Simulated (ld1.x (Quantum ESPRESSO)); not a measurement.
# Before and after: TM potential for tin

Sn, norm-conserving Troullier–Martins (Kleinman–Bylander form), made with ld1.x (Quantum ESPRESSO) 7.5 (PBEsol, scalar-relativistic). Core [Kr], reference 4d10 5s2 5p1 (charge +1). Waves: 5p (bound): rc 2.65 bohr; 4d (bound): rc 1.40 bohr; 5s (bound): rc 1.90 bohr. Local part: the s channel. Core correction: a·sin(br)/r model core, default radius (core density twice the valence density).

Change: core correction none.

Cutoffs: the cutoffs (Ry, on a coarse ladder) from which the occupation-weighted sum of valence levels, in a spherical-Bessel basis at the reference potential, stays within 10 and 1 mRy of its value at 400 Ry; they do not see the model core or the augmentation charge, which bear on the density cutoff. Errors are all-electron minus pseudo energies relative to the spin-unpolarised reference configuration.

**Question.** What does the change do?

**Answer.** The potential gets neither clearly harder nor softer (90 Ry and 140 Ry → 90 Ry and 140 Ry); of the 7 tests that both files solve, the error grows in 0 and shrinks in 4 by more than 15 % and 0.3 meV (median size 4.9 → 2.0 meV); neither file shows a bound ghost. The default core radius of the base comes out at 0.65 bohr.

```csv
quantity,base,changed
"cutoff, loose",90 Ry,90 Ry
"cutoff, tight",140 Ry,140 Ry
bound ghosts,none,none
"error for 4d10 5s2 5p2, meV [ΔE -6.90 eV]",+2.1,+2.0
"error for 4d10 5s2 5p0, meV [ΔE 13.97 eV]",-4.9,-3.7
"error for 4d10 5s1 5p0, meV [ΔE 44.99 eV]",-25,-1.9
"error for 4d9 5s2 5p2, meV [ΔE 25.75 eV]",-376,-327
"error for 4d9 5s2 5p3, meV [ΔE 17.50 eV]",-423,-373
"error for 4d10 5s1 5p3, meV [ΔE 0.11 eV]",-1.7,-0.7
"error for 4d10 5s1 5p2, meV [ΔE 7.69 eV]",-2.4,-0.4
s: phases at 2.91 bohr within 0.05 rad from the reference energy up to (Ry; the scan ends near 5),1.3,1.3
p: phases at 2.91 bohr within 0.05 rad from the reference energy up to (Ry; the scan ends near 5),2.2,2.2
d: phases at 2.91 bohr within 0.05 rad from the reference energy up to (Ry; the scan ends near 5),-0.3,-0.3
```
